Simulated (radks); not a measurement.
Results of a calculation; reference values are marked as such.
Effect of the nuclear size on neutral neon, [Ne]. Code: a radial shooting solver on a logarithmic mesh with Libxc functionals. Model: Dirac Kohn-Sham, BLYP, spin-unpolarised, spherical densities, finite nucleus; Fermi nuclear charge, rms radius 3.0055 fm. The rms radius is varied about that value; shifts are against it.

| rms radius (fm) | total energy shift (eV) | density at nucleus (e/bohr^3) | 1s1/2 shift (meV) |
|---|---|---|---|
| 2.6148 | -0.000290 | 649.1 | -0.119 |
| 2.7891 | -0.000165 | 648.8 | -0.068 |
| 3.0055 | 0 | 648.4 | 0.000 |
| 3.2369 | 0.000190 | 648.1 | 0.078 |
| 3.5134 | 0.000436 | 647.7 | 0.179 |

Slopes of the eigenvalues against <r^2> in GHz/fm^2, as finite differences over the two radii next to the reference (eigenvalue slopes, not the field-shift constants of lines): 1s1/2 13.1.
